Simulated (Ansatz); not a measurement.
## Reading a saddle point

A first-order saddle point of Si₂H₆Cl₃OF, closed shell, PBE0-D4/def2-TZVP, with one imaginary mode of 698i cm⁻¹:

```
atom    x (Å)    y (Å)    z (Å)
 Si1  -0.2596   0.5316  -1.1163
 Si2  -0.8148  -1.3096   0.5072
 Cl3  -0.5627   0.2076  -3.1237
 Cl4   0.4385   2.4906  -0.6578
 Cl5  -2.3173   1.0053  -0.6948
  H6   2.1136   0.1915   1.0233
  F7   1.2897  -0.0796  -1.1603
  H8   0.4399   0.0880   0.8958
  O9   1.3499   0.6207   1.4443
 H10  -1.8757  -1.0737   1.5096
 H11   0.2503  -2.1917   1.0773
 H12  -1.3331  -1.9895  -0.7092
 H13   1.2812   1.5087   1.0044
```

Program: Ansatz 0.2.0. Basis: def2-TZVPP and def2-QZVPP. Cores are frozen in the correlated methods. Extrapolation: Hartree–Fock as exp(−7.88 √X), correlation as X^−2.97.

Problem. Which contacts change along the imaginary mode, and what lies on either side? (Judge from chemistry; the calculation decides.)

Solution. Computed: The step is Si₂H₃Cl₃ ([SiH3][Si]([Cl])([Cl])[Cl]) + H₂O + HF → SiCl₃F ([F][Si]([Cl])([Cl])[Cl]) + SiH₄ + H₂O, with the molecules in contact on both sides. Shortening one way: Si1–F7, Si2–H8, H6–O9; lengthening the same way: Si1–Si2, H6–F7, H8–O9.
```tsv
pair	one side (Å)	saddle (Å)	other side (Å)
Si1–F7	3.21	1.67	1.58
Si2–H8	5.27	1.92	1.49
H6–O9	1.58	0.97	0.96
Si1–Si2	2.34	2.52	4.58
H6–F7	0.96	2.35	2.72
H8–O9	0.96	1.19	3.25
```

Problem. Which side is lower, and how far does the saddle lie above each? (An estimate is asked for; the value comes from the calculation.)

Solution. The calculation gives: The side with Si1–F7, Si2–H8, H6–O9 short is lower by 22.25 kcal/mol; the saddle lies 65.49 kcal/mol above it and 43.24 kcal/mol above the other (CCSD(T) at an estimated basis limit (MP2 extrapolated from triple and quadruple zeta, plus CCSD(T) − MP2 in triple zeta); electronic energies).

No T1 diagnostic of these runs exceeds 0.012.

Labels in which every atom is bracketed show which atoms are joined, not bond orders.

For scale, one of the runs: CCSD(T)/def2-TZVPP, 356 basis functions, launched by `ansatz run in.yaml --threads 4 --pin off --events-out ev --progress --plain --max-ram 46080MiB --backend cuda --devices 0, --max-vram 37GiB`. The run took 12 s on 4 CPU threads of an AMD EPYC 7R13 and a share of one NVIDIA H100 (shared host), with 0.86 GiB of host memory at its peak.
